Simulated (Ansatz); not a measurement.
A rate constant, worked out

An elementary step of BNH5O2F, singlet (BH₂O₂F ([OH][B]([OH])[F]) + NH₃ → BNH₄O₂ ([NH2][B]([OH])[OH]) + HF; B–F, H–N broken or loosened, B–N, F–H formed or tightened). The start structure is the complex of the reactants, bound by 0.31 eV, and the electronic barrier above it is 1.408 eV by CCSD(T) at an estimated basis limit (MP2 extrapolated from triple and quadruple zeta, plus CCSD(T) − MP2 in triple zeta). Computed with Ansatz 0.2.0 (basis: def2-TZVPP and def2-QZVPP); correlated methods freeze the cores. Extrapolation: Hartree–Fock as exp(−7.88 √X), correlation as X^−2.97. Harmonic wavenumbers at PBE0-D4/def2-TZVP (Ansatz 0.2.0), in cm⁻¹:

Start: 132, 195, 249, 311, 335, 419, 434, 451, 636, 784, 801, 854, 968, 1045, 1241, 1286, 1288, 1643, 1648, 3490, 3613, 3620, 3918, 3929.

Saddle: 919i, 190, 298, 327, 358, 406, 423, 488, 638, 667, 844, 905, 931, 1002, 1043, 1281, 1457, 1520, 1571, 1918, 3566, 3661, 3902, 3915.

Q: Work out the transition-state-theory rate constant at 500 K from these numbers alone (harmonic vibrations; rotation, path degeneracy and anharmonicity left out), and the Wigner tunnelling factor. Use 1 cm⁻¹ = 1.2398 × 10⁻⁴ eV and k_B = 8.617 × 10⁻⁵ eV/K.

A: Zero-point energies, half the sums: start 33290/2 cm⁻¹ = 2.0637 eV; saddle, real modes only, 31311/2 cm⁻¹ = 1.9410 eV.
Barrier with zero-point energy: 1.408 + 1.9410 − 2.0637 = 1.2853 eV.
k_BT = 0.04309 eV, so the barrier is 29.83 k_BT.
Vibrational partition functions from the zero-point level, ln q = −Σ ln(1 − exp(−hν/k_BT)): start 5.377, saddle 4.108.
k = (k_BT/h) exp(ln q‡ − ln q) exp(−E0/k_BT), with log₁₀(k_BT/h in s⁻¹) = 13.02: log₁₀ k = 13.02 + (-1.269 − 29.83)/2.3026 = -0.49, so k ≈ 3 × 10^(-1) s⁻¹.
Wigner factor: 1 + (hν‡/k_BT)²/24 = 1 + (2.64)²/24 = 1.29. A change of 1 kcal/mol (0.043 eV) in the barrier would change k by a factor of 2.7 at this temperature.

T1 diagnostic: at most 0.013.

The step is the kind of exchange with an N–H group that builds nitride films in atomic layer and chemical vapour deposition.

Labels in which every atom is bracketed show which atoms are joined, not bond orders.

For scale, one of the runs: CCSD(T)/def2-TZVPP, 225 basis functions, launched by `ansatz run in.yaml --threads 4 --pin off --events-out ev --progress --plain --max-ram 9574MiB`. Hardware: 4 CPU threads of an Arm Neoverse N1, shared host. Wall time 3.1 min; peak host memory 4.1 GiB.
